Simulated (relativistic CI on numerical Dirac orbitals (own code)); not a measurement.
## Line list: Electric-dipole lines, Gd⁶²⁺

Computed by Dirac-Coulomb-Breit CI, KLI orbitals optimised for each configuration, model QED (radiative potential, 1s self-energy scaled to tabulated hydrogen-like ionisation energies), unscaled Slater integrals (own radial code, finite nucleus).

Configuration list: 1s2, 1s.2s, 1s.2p, 1s.3s, 1s.3p, 1s.3d, 1s.4s, 1s.4p, 1s.4d, 1s.4f, 1s.5s, 1s.5p, 1s.5d, 1s.5f, 1s.5g, 1s.6s, 1s.6p, 1s.6d, 2s2. Levels of other configurations are missing.

| λ vac (nm) | Lower | Upper | A (s⁻¹) | gf | Branching (%) |
| --- | --- | --- | --- | --- | --- |
| 0.02811 | 1s2 1S_0 [1] | 1s.2p 1P°_1 [7] | 1.30e+16 | 4.62e-01 | 100.0 |
| 0.14709 | 1s.2p 3P°_1 [3] | 1s.3d 3D_2 [13] | 9.25e+14 | 1.50e+00 | 81.9 |
| 0.16141 | 1s.2p 3P°_2 [6] | 1s.3d 3D_3 [16] | 1.01e+15 | 2.77e+00 | 99.6 |
| 0.16226 | 1s.2p 1P°_1 [7] | 1s.3d 1D_2 [17] | 9.08e+14 | 1.79e+00 | 86.4 |
| 0.42304 | 1s.3p 3P°_1 [9] | 1s.4d 3D_2 [23] | 9.01e+13 | 1.21e+00 | 18.2 |
| 0.45624 | 1s.3p 3P°_2 [12] | 1s.4d 3D_3 [26] | 1.10e+14 | 2.41e+00 | 25.1 |
| 0.45776 | 1s.3d 3D_2 [13] | 1s.4f 3F°_3 [27] | 2.08e+14 | 4.58e+00 | 91.8 |
| 0.45811 | 1s.3d 3D_1 [14] | 1s.4f 3F°_2 [28] | 1.87e+14 | 2.94e+00 | 82.6 |
| 0.45818 | 1s.3p 1P°_1 [15] | 1s.4d 1D_2 [29] | 9.93e+13 | 1.56e+00 | 21.7 |
| 0.46781 | 1s.3d 3D_3 [16] | 1s.4f 3F°_4 [30] | 2.17e+14 | 6.40e+00 | 98.1 |
| 0.46811 | 1s.3d 1D_2 [17] | 1s.4f 1F°_3 [31] | 2.06e+14 | 4.74e+00 | 93.5 |
| 0.98433 | 1s.4p 3P°_2 [22] | 1s.5d 3D_3 [40] | 2.29e+13 | 2.33e+00 | 10.0 |
| 0.98728 | 1s.4d 3D_2 [23] | 1s.5f 3F°_3 [41] | 3.84e+13 | 3.92e+00 | 32.5 |
| 0.98792 | 1s.4d 3D_1 [24] | 1s.5f 3F°_2 [42] | 3.45e+13 | 2.53e+00 | 29.2 |
| 1.0059 | 1s.4d 3D_3 [26] | 1s.5f 3F°_4 [44] | 4.07e+13 | 5.56e+00 | 35.4 |
| 1.0061 | 1s.4f 3F°_3 [27] | 1s.5g 3G_4 [45] | 6.54e+13 | 8.93e+00 | 95.4 |
| 1.0064 | 1s.4f 3F°_2 [28] | 1s.5g 3G_3 [46] | 6.23e+13 | 6.62e+00 | 90.8 |
| 1.0065 | 1s.4d 1D_2 [29] | 1s.5f 1F°_3 [47] | 3.88e+13 | 4.12e+00 | 33.8 |
| 1.0148 | 1s.4f 3F°_4 [30] | 1s.5g 3G_5 [48] | 6.70e+13 | 1.14e+01 | 98.9 |
| 1.0150 | 1s.4f 1F°_3 [31] | 1s.5g 1G_4 [49] | 6.51e+13 | 9.05e+00 | 96.1 |

Terms are leading LS components. Brackets give the number of a level in order of energy, since labels repeat. The list gives strong lines, with weight on those to low levels, without lines whose two gauges differ by over a factor of 2.5, among the lowest 59 of 60 levels, so that lines to higher ones, which can be the strongest, are missing. Levels whose partners in the same complex of configurations lie outside the list can be far off, and so can their lines. Rates are taken at the computed energies, electric ones in the length gauge.

At this charge energies of transitions that change n are usually good to better than 1 %, and those within a shell (Δn = 0) to a few per cent.

Question: From the table, what is the radiative lifetime of 1s.2p 1P°_1?

Answer: The listed rates from this level add up to about 1.30e+16 s⁻¹, 100 % of its decay; with all channels τ = 7.69e-17 s.

LS names give the leading component of a level, which can be under half, so a name can repeat, a term be missing and a line seem to break the LS rules.
